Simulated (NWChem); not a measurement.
System meant: BiH$_{3}$Te$_{2}$O; SMILES [OH][Bi]([TeH])[TeH]

Here is an NWChem input.

```
start job
memory heap 200 mb stack 900 mb global 1100 mb
geometry units angstroms noautoz
  Bi    -1.077155     0.167628     0.312028
  O     -1.915206    -0.114961    -1.622695
  H     -1.190500    -0.292903    -2.257416
  Te     0.906704     2.271734    -0.071685
  H      1.931062     1.229854    -0.909500
  Te     1.014094    -1.824743     0.224259
  H     -0.126946    -3.064801     0.130052
end
basis spherical
  * library def2-svp
end
ecp
  Te library def2-ecp
  Bi library def2-ecp
end
dft
  odft
  mult 2
  xc b3lyp
  iterations 150
  mulliken
end
task dft energy
```

End of the output:

```
 Summary of "ao basis" -> "" (spherical)
 ------------------------------------------------------------------------------
       Tag                 Description            Shells   Functions and Types
 ---------------- ------------------------------  ------  ---------------------
 *                          def2-svp                  on all atoms

                                 NWChem DFT Module
                                 -----------------

 Summary of "ao basis" -> "ao basis" (spherical)
 ------------------------------------------------------------------------------
       Tag                 Description            Shells   Functions and Types
 ---------------- ------------------------------  ------  ---------------------
 Bi                         def2-svp                10       26   4s4p2d
 O                          def2-svp                 6       14   3s2p1d
 H                          def2-svp                 3        5   2s1p
 Te                         def2-svp                10       26   4s4p2d

 Summary of "ao basis" -> "ao basis" (spherical)
 ------------------------------------------------------------------------------
       Tag                 Description            Shells   Functions and Types
 ---------------- ------------------------------  ------  ---------------------
 Bi                         def2-svp                10       26   4s4p2d
 O                          def2-svp                 6       14   3s2p1d
 H                          def2-svp                 3        5   2s1p
 Te                         def2-svp                10       26   4s4p2d

  number of electrons :                   82
  multiplicity        :                    2
 ------------------------------------------------------------------------
  no. of electrons and multiplicity not compatible                  82
 ------------------------------------------------------------------------
 ------------------------------------------------------------------------
  current input line :
    26: task dft energy
 ------------------------------------------------------------------------
 ------------------------------------------------------------------------
 There is an error in the input file
 ------------------------------------------------------------------------
 For more information see the NWChem manual at https://nwchemgit.github.io

0: no. of electrons and multiplicity not compatible:Received an Error in Communication
```

Task: Can this run be used? If not, why, and what is the fix?

Result: The program refused the input. Cause: the multiplicity doesn't fit the number of electrons (an even count wants an odd multiplicity, and the reverse). This input runs:
```
start job
memory heap 200 mb stack 900 mb global 1100 mb
geometry units angstroms noautoz
  Bi    -1.077155     0.167628     0.312028
  O     -1.915206    -0.114961    -1.622695
  H     -1.190500    -0.292903    -2.257416
  Te     0.906704     2.271734    -0.071685
  H      1.931062     1.229854    -0.909500
  Te     1.014094    -1.824743     0.224259
  H     -0.126946    -3.064801     0.130052
end
basis spherical
  Bi library def2-svp
  O library def2-svp
  H library def2-svp
  Te library def2-svp
end
ecp
  Te library def2-ecp
  Bi library def2-ecp
end
dft
  xc b3lyp
  iterations 150
  mulliken
end
task dft energy
```
It converges to -827.93720 Ha (B3LYP/def2-SVP with def2 effective core potentials on Te, Bi).
